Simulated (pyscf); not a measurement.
PySCF, gas phase, ωB97X-D3(BJ)/def2-SVP geometries.

Q: How much does it cost (ΔH, 298 K, ωB97M-D3(BJ)/def2-TZVP) to split F–CH(F)–SiH₂–SiH(SiH₃)–SiH₃ (SMILES FC(F)[SiH2][SiH]([SiH3])[SiH3]) at its C–Si bond into F–CH•–F + •H₂Si–SiH(SiH₃)–SiH₃?

A: C–Si to F–CH•–F + •H₂Si–SiH(SiH₃)–SiH₃: 3.36 eV. The 7 functionals that were run give +2.98 (r²SCAN) to +3.37 eV (ωB97X-D3(BJ)/def2-TZVP). Other isomers of •H₂Si–SiH(SiH₃)–SiH₃ were not searched in full and may lie lower.
